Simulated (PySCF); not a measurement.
Can point charges reproduce the dipole moment of `FC(F)(F)c1cncn1[SiH3]`?

Coordinates (PBE0-D3(BJ)/def2-SVP, Å) and charges (e) from the PBE0/pcSseg-1 density (PySCF):

```csv
atom,x,y,z,Mulliken,IAO,Hirshfeld,ESP-fitted
F1,-0.470,-2.569,-0.157,-0.2785,-0.2843,-0.0849,-0.1611
C2,-1.118,-1.724,0.668,+0.9440,+0.7989,+0.2547,+0.5087
F3,-0.798,-2.103,1.912,-0.2660,-0.2800,-0.0962,-0.1685
F4,-2.424,-1.911,0.512,-0.2549,-0.2664,-0.0756,-0.1625
C5,-0.747,-0.315,0.388,-0.0259,-0.0510,-0.0333,-0.2758
C6,-1.531,0.808,0.285,+0.0524,-0.0646,-0.0253,+0.2586
N7,-0.750,1.904,0.067,-0.3891,-0.3138,-0.1993,-0.5839
C8,0.477,1.455,0.040,+0.3074,+0.0552,+0.0517,+0.2740
N9,0.563,0.099,0.232,-0.7597,-0.3461,-0.1060,-0.1191
Si10,2.070,-0.870,0.158,+0.6425,+0.7198,+0.3726,+0.3994
H11,-2.616,0.868,0.361,+0.1046,+0.1730,+0.0615,+0.1037
H12,1.368,2.064,-0.116,+0.1254,+0.1670,+0.0673,+0.1013
H13,2.158,-1.588,-1.140,-0.0555,-0.1047,-0.0635,-0.0541
H14,3.151,0.145,0.274,-0.0908,-0.1071,-0.0619,-0.0782
H15,2.076,-1.816,1.301,-0.0558,-0.0958,-0.0621,-0.0424
```

Compute μ = Σ q r for each scheme (1 e·Å = 4.803 D) and compare with the dipole of the full density.

The full density gives (2.82, -0.64, -0.25) D, 2.90 D in size; dipole vectors point from the negative to the positive end.

```csv
scheme,μx,μy,μz,size (D),share of the full size (%),angle to the full dipole (°)
Mulliken,2.70,-1.04,-0.29,2.91,100,8
IAO,3.92,0.27,-0.52,3.97,137,17
Hirshfeld,2.09,-0.61,-0.23,2.19,75,4
ESP-fitted,2.83,-0.60,-0.27,2.91,100,1
```

Which set comes closest?

Length of the difference vector: ESP-fitted 0.05 D, Mulliken 0.42 D, Hirshfeld 0.74 D, IAO 1.46 D. Closest: ESP-fitted. The schemes that divide the density aren't constrained to reproduce the dipole.

What is left for the Hirshfeld atoms' own dipoles?

The Hirshfeld atoms' densities add up to the full density, so μ = Σ q r + Σ (atomic dipoles). The atomic dipoles sum to (2.82, -0.64, -0.25) − (2.09, -0.61, -0.23) = (0.73, -0.03, -0.02) D, 0.74 D in size.

With the origin at the mean of the coordinates, (0.094, -0.370, 0.319) Å, which are the largest single terms, by size, of the IAO dipole along the direction of the full one?

Si10 +7.07, C2 -3.49, F4 +2.72, H11 -2.42, N7 +1.96 D; all 15 atoms together +3.80 D. The single terms depend on the origin, their sum doesn't.

Give the size of the full dipole in other units.

2.90 D = 1.143 au = 0.605 e·Å = 9.69 × 10⁻³⁰ C·m.

Geometry: PBE0-D3(BJ)/def2-SVP; no solvent, vibrations or thermal averaging.

The values belong to the conformer `[F:1][C:2]([F:3])([F:4])[c:5]1[cH:6][n:7][cH:8][n:9]1[SiH3:10]`: F1–C2–C5–C6 136°.
